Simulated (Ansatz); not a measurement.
B$_{2}$ClH$_{3}$S (`SBBCl`) from Hartree–Fock to CCSD(T)

| atom | x (Å) | y (Å) | z (Å) |
| --- | --- | --- | --- |
| S1 | -0.0100 | 0.0943 | -1.8539 |
| B2 | 0.0327 | -0.4379 | -0.1676 |
| B3 | 0.1870 | 0.6690 | 1.0735 |
| Cl4 | -1.2491 | 1.3758 | 1.7768 |
| H5 | -0.1384 | -1.0980 | -2.4626 |
| H6 | -0.0458 | -1.6080 | 0.0677 |
| H7 | 1.2235 | 1.0047 | 1.5660 |

Total charge 0; spin multiplicity 1. The structure was optimised at the PBE0-D4/def2-TZVP level. It is one conformer, not always the lowest. Frozen core, restricted reference, Ansatz 0.2.0. CBS rows extrapolate triple and quadruple zeta; past MP2 they add the triple-zeta difference.

| basis | HF (Eh) | MP2 corr. |
| --- | --- | --- |
| def2-SVP | -907.88249 | -0.42707 |
| def2-TZVPP | -908.23125 | -0.55915 |
| def2-QZVPP | -908.25720 | -0.60656 |

(1) Estimate the CCSD correlation energy and the (T) correction in each basis where they were run (hartree).

Results:

(1) 
| basis | CCSD corr. | (T) |
| --- | --- | --- |
| def2-SVP | -0.47867 | -0.01415 |
| def2-TZVPP | -0.61330 | -0.02739 |
| CBS(def2) | -0.69583 | as TZ |
